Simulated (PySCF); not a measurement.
# Ionisation energy of Cu²⁺ by level of theory

Cu²⁺ [Ar] 3d9 (2D) → Cu³⁺ [Ar] 3d8 (3F), as a difference of total energies. Computed with PySCF 2.14 in dyall-av2z, with no relativity, point nucleus. Correlated levels: valence: [Ar] frozen; virtual orbitals above 40 to 60 times the deepest correlated orbital energy dropped. The calculations carry no spin-orbit coupling.

```json
{"method": "UHF", "ionisation energy (eV)": "34.299"}
{"method": "MP2 (valence)", "ionisation energy (eV)": "36.741"}
{"method": "SCS-MP2 (valence)", "ionisation energy (eV)": "36.517"}
{"method": "CCSD (valence)", "ionisation energy (eV)": "36.307"}
{"method": "CCSD(T) (valence)", "ionisation energy (eV)": "36.393"}
```

Question: How much does correlation contribute at CCSD(T) (valence)?

Answer: 36.393 − (34.299) = 2.094 eV, measured against UHF.

A first-order spin-orbit estimate (lowest level to lowest level, LS coupling) adds -0.066 eV.

These non-relativistic numbers lack the scalar-relativistic shift.

Errors of the correlated levels include the incompleteness of this basis and the frozen core.

For comparison: 36.841 ± 0.012 eV (measured; NIST Atomic Spectra Database, ionization energies).
